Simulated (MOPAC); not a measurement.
MOPAC input (PM6):

```
PM6 FORCE THERMO(298,298) PRECISE LET GEO-OK AUX(PRECISION=9) THREADS=1
C4H6SSi

Si    2.33910066 1   -0.35087088 1    0.37479409 1
C     0.52054031 1   -0.08904988 1    0.09493417 1
C    -0.47825423 1   -0.81979813 1    0.86014426 1
C    -1.76057579 1   -0.50960655 1    0.53085923 1
S    -1.77633878 1    0.68904390 1   -0.72865422 1
C    -0.03652922 1    0.76768616 1   -0.80673620 1
H     2.68230832 1   -0.02189388 1    1.77895611 1
H     2.68665777 1   -1.76868436 1    0.11652224 1
H     3.12007868 1    0.51876463 1   -0.53692504 1
H    -0.20360993 1   -1.54312225 1    1.62089029 1
H    -2.67396845 1   -0.90199851 1    0.94077220 1
H     0.44524716 1    1.43377398 1   -1.50536103 1
```

Output:

```
 *******************************************************************************
 **                                                                           **
 **                              MOPAC v23.2.5                                **
 **                                                                           **
 *******************************************************************************
 ** MOPAC's Digital Object Identifier: https://doi.org/10.5281/zenodo.6511958 **
 **                                                                           **
 ** Please cite the open-source release paper for use of this MOPAC version:  **
 ** J. E. Moussa and J. J. P. Stewart (2026)                                  **
 ** MOPAC: An open-source semiempirical molecular orbital program             **
 ** J. Open Source Softw., 11(119), 8025, https://doi.org/10.21105/joss.08025 **
 *******************************************************************************

                              PM6 CALCULATION RESULTS

 *******************************************************************************
 *  PM6        - The PM6 Hamiltonian to be used
 *  GEO-OK     - OVERRIDE INTERATOMIC DISTANCE AND OTHER SAFETY CHECKS
 *  LET        - OVERRIDE SOME SAFETY CHECKS
 *  PRECISE    - TIGHTER CRITERIA TO BE USED
 *  FORCE      - FORCE CALCULATION SPECIFIED
 *  AUX        - OUTPUT AUXILIARY INFORMATION
 *  THERMO     - THERMODYNAMIC QUANTITIES TO BE CALCULATED
 *******************************************************************************
PM6 FORCE THERMO(298,298) PRECISE LET GEO-OK AUX(PRECISION=9) THREADS=1
 C4H6SSi

   ATOM   CHEMICAL          X               Y               Z
  NUMBER   SYMBOL      (ANGSTROMS)     (ANGSTROMS)     (ANGSTROMS)

     1      Si          2.33910066  *  -0.35087088  *   0.37479409  *
     2       C          0.52054031  *  -0.08904988  *   0.09493417  *
     3       C         -0.47825423  *  -0.81979813  *   0.86014426  *
     4       C         -1.76057579  *  -0.50960655  *   0.53085923  *
     5       S         -1.77633878  *   0.68904390  *  -0.72865422  *
     6       C         -0.03652922  *   0.76768616  *  -0.80673620  *
     7       H          2.68230832  *  -0.02189388  *   1.77895611  *
     8       H          2.68665777  *  -1.76868436  *   0.11652224  *
     9       H          3.12007868  *   0.51876463  *  -0.53692504  *
    10       H         -0.20360993  *  -1.54312225  *   1.62089029  *
    11       H         -2.67396845  *  -0.90199851  *   0.94077220  *
    12       H          0.44524716  *   1.43377398  *  -1.50536103  *

          CARTESIAN COORDINATES

    NO.       ATOM           X           Y           Z

     1        Si          2.3391     -0.3509      0.3748
     2         C          0.5205     -0.0890      0.0949
     3         C         -0.4783     -0.8198      0.8601
     4         C         -1.7606     -0.5096      0.5309
     5         S         -1.7763      0.6890     -0.7287
     6         C         -0.0365      0.7677     -0.8067
     7         H          2.6823     -0.0219      1.7790
     8         H          2.6867     -1.7687      0.1165
     9         H          3.1201      0.5188     -0.5369
    10         H         -0.2036     -1.5431      1.6209
    11         H         -2.6740     -0.9020      0.9408
    12         H          0.4452      1.4338     -1.5054

[...]
 FREQUENCY          2119.47         Si 1 -- H  7         +49.8% ( 70.9%)     98.3%
 TRANSITION DIPOLE   0.0369         Si 1 -- H  8         +49.8% ( 70.9%)     98.3%
 TRAVEL (Ang.)       0.2489         Si 1 -- C  2          +0.2% (  5.0%)      0.0%
 REDUCED MASS        0.5138         Si 1 -- H  9          +0.2% (  4.9%)      0.0%
 EFFECTIVE MASS      1.4278
 FORCE CONSTANT      1.3597

 VIBRATION         27   17A'          ATOM PAIR      ENERGY CONTRIBUTION    RADIAL
 FREQUENCY          2120.45         Si 1 -- H  9         +68.2% ( 83.0%)     99.6%
 TRANSITION DIPOLE   0.0441         Si 1 -- H  8         +15.8% ( 39.9%)     88.5%
 TRAVEL (Ang.)       0.2441         Si 1 -- H  7         +15.8% ( 39.9%)     88.5%
 REDUCED MASS        0.5339         Si 1 -- C  2          +0.3% (  5.1%)      0.0%
 EFFECTIVE MASS      1.4333
 FORCE CONSTANT      1.4143

 VIBRATION         28   18A'          ATOM PAIR      ENERGY CONTRIBUTION    RADIAL
 FREQUENCY          2754.51         C  3 -- H 10         +70.3% ( 85.3%)    100.0%
 TRANSITION DIPOLE   0.9895         C  6 -- H 12         +23.5% ( 49.3%)    100.0%
 TRAVEL (Ang.)       0.2115         C  4 -- H 11          +2.9% ( 17.4%)     99.6%
 REDUCED MASS        0.5475         C  3 -- S  5          +0.9% (  9.7%)     95.8%
 EFFECTIVE MASS      1.3981
 FORCE CONSTANT      2.4473

 VIBRATION         29   19A'          ATOM PAIR      ENERGY CONTRIBUTION    RADIAL
 FREQUENCY          2756.95         C  6 -- H 12         +69.8% ( 84.8%)    100.0%
 TRANSITION DIPOLE   0.8834         C  3 -- H 10         +17.7% ( 42.6%)    100.0%
 TRAVEL (Ang.)       0.2167         C  4 -- H 11          +9.7% ( 31.6%)     99.8%
 REDUCED MASS        0.5207         C  2 -- C  6          +1.0% ( 10.3%)     54.1%
 EFFECTIVE MASS      1.4432
 FORCE CONSTANT      2.3317

 VIBRATION         30   20A'          ATOM PAIR      ENERGY CONTRIBUTION    RADIAL
 FREQUENCY          2773.96         C  4 -- H 11         +84.6% ( 93.2%)    100.0%
 TRANSITION DIPOLE   0.8780         C  3 -- H 10          +8.8% ( 30.0%)    100.0%
 TRAVEL (Ang.)       0.1844         C  6 -- H 12          +3.6% ( 19.3%)    100.0%
 REDUCED MASS        0.7146         C  3 -- C  4          +1.5% ( 12.4%)     78.6%
 EFFECTIVE MASS      1.4782
 FORCE CONSTANT      3.2396

      SYMMETRY NUMBER FOR POINT-GROUP Cs  =  1

          SYSTEM IS A GROUND STATE

 C4H6SSi

          MOLECULE IS NOT LINEAR

          THERE ARE 30 GENUINE VIBRATIONS IN THIS SYSTEM
          THIS THERMODYNAMICS CALCULATION IS LIMITED TO
          MOLECULES WHICH HAVE NO INTERNAL ROTATIONS

                    CALCULATED THERMODYNAMIC PROPERTIES
                                          *
   TEMP. (K)   PARTITION FUNCTION   H.O.F.    ENTHALPY  HEAT CAPACITY ENTROPY
                                   KCAL/MOL   CAL/MOLE    CAL/K/MOL  CAL/K/MOL

 298.00  VIB.     0.4445D+02                  2604.0379    19.1194    16.2786
         ROT.     0.2586D+06                   888.2803     2.9808    27.7476
         INT.     0.1150D+08                  3492.3182    22.1002    44.0262
         TRA.     0.1180D+28                  1480.4672     4.9680    40.1125
         TOT.                       26.625    4972.7854    27.0682    84.1387

   *: NOTE: HEATS OF FORMATION ARE RELATIVE TO THE
            ELEMENTS IN THEIR STANDARD STATE AT 298K
              (=  Standard Enthalpy of Formation).

            Hvib:  Zero-point energy is not included.
                   frequencies of less than zero cm-1 are not included.
            Hrot = (3/2)RT
            Htra = (3/2)RT + pV = (5/2)RT

            Heat capacity is Cp, not Cv

          For more information, see: HTTP://OpenMOPAC.net/Manual/thermochemistry.html

           FORCE CONSTANT IN CARTESIAN COORDINATES (Millidynes/A)

    ATOM   CHEMICAL       X               Y               Z
   NUMBER   SYMBOL  FORCE CONSTANT  FORCE CONSTANT  FORCE CONSTANT

      1      Si        5.214787        4.501748        4.355426
      2       C        9.683620        9.283909        1.771823
      3       C       11.105648        8.811433        2.117170
      4       C       11.448496        5.854344        1.610378
      5       S        4.207748        4.214350        0.454997
      6       C        5.690617       10.920625        1.627847
      7       H        0.556083        0.796109        1.785409
      8       H        0.556084        0.796117        1.785399
      9       H        0.570919        2.292494        0.289566
     10       H        1.497698        3.538357        0.350578
     11       H        2.584377        2.381921        0.332172
     12       H        0.923852        4.019106        0.336245

 **********************
 *                    *
 * JOB ENDED NORMALLY *
 *                    *
 **********************

 == MOPAC DONE ==
```
